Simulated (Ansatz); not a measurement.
Basis sets compared for SiH2Me(OiPr) (C₄H₁₂OSi). The state is a singlet with charge 0. Geometry PBE-D4/def2-SVP. Ansatz on 4 threads of Arm Neoverse V2 on a shared host; times are rough, and most runs start from earlier orbitals.

```xyz
18

C     0.767   -2.012   -2.217
C    -0.038    0.675    0.963
C    -0.122    0.044    2.349
C    -1.207    1.620    0.676
O    -0.003   -0.391    0.009
Si    0.611   -0.265   -1.554
H    -0.298    0.545   -2.450
H     1.951    0.436   -1.508
H    -0.221   -2.514   -2.226
H     1.456   -2.612   -1.588
H     1.159   -2.001   -3.254
H     0.914    1.259    0.895
H    -1.054   -0.551    2.440
H    -0.120    0.820    3.141
H     0.737   -0.635    2.517
H    -1.120    2.076   -0.330
H    -2.166    1.063    0.718
H    -1.246    2.441    1.420
```

Another isomer (singlet) lies 0.70 eV lower at PBE0-D4/def2-TZVP; other spin states weren't run for this one.

Binding counts from free atoms (C triplet, O triplet, Si triplet, H doublet) in the same basis, without a counterpoise term.

| level | functions | energy (Eh) | HOMO (eV) | LUMO (eV) | binding per atom (eV) | wall time |
| --- | --- | --- | --- | --- | --- | --- |
| PBE-D4/def2-SVP | 148 | -523.6884 | -6.17 | 0.31 | 4.02 | 1.4 s |
| PBE0-D4/def2-SVP | 148 | -523.7549 | -7.72 | 1.20 | 3.98 | 1.9 s |

Problem. Estimate the rows for PBE-D4/def2-TZVP (with forces), PBE0-D4/def2-TZVP.

Solution. 
| level | functions | energy (Eh) | HOMO (eV) | LUMO (eV) | binding per atom (eV) | wall time |
| --- | --- | --- | --- | --- | --- | --- |
| PBE-D4/def2-TZVP (with forces) | 264 | -524.0586 | -6.33 | -0.13 | 4.00 | 3.2 s |
| PBE0-D4/def2-TZVP | 264 | -524.1186 | -7.82 | 0.72 | 3.96 | 4.8 s |
